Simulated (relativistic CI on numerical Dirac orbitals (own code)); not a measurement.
Calculated at this level of theory: Dirac-Coulomb-Breit CI, orbitals from a KLI potential per configuration, a model potential for QED, unscaled Slater integrals (own radial code, finite nucleus).

The strongest absorption lines from the ground level of an ion, among the configurations computed and to levels below about 172 eV (vacuum wavelength in nm, gf): 7.3392 (0.033), 7.3420 (0.017), 8.3062 (0.064), 8.3125 (0.033), 11.130 (0.18), 11.154 (0.095), 55.722 (0.71), 57.328 (0.34).

Task: Which ion is it?
A. Ca X
B. Ar VIII
C. Ca VIII
D. Ca XII

Result: A. Ca X has 11 electrons and the ground level 3s ²S1/2; the strongest line goes to 3p ²P°3/2. The pattern of lines fixes the number of electrons, and along that sequence the line energies rise steadily with the charge (about as its square where n changes within one kind of shell, about linearly where n is kept but much faster in heavy ions where fine structure, which grows about as Z⁴, sets the gap, and irregularly where shells cross), which fixes Z. Configurations outside the model, such as inner-shell arrays, can give stronger lines. At this charge energies of transitions that change n are usually good to better than 1 %, and those within a shell (Δn = 0) to a few per cent.
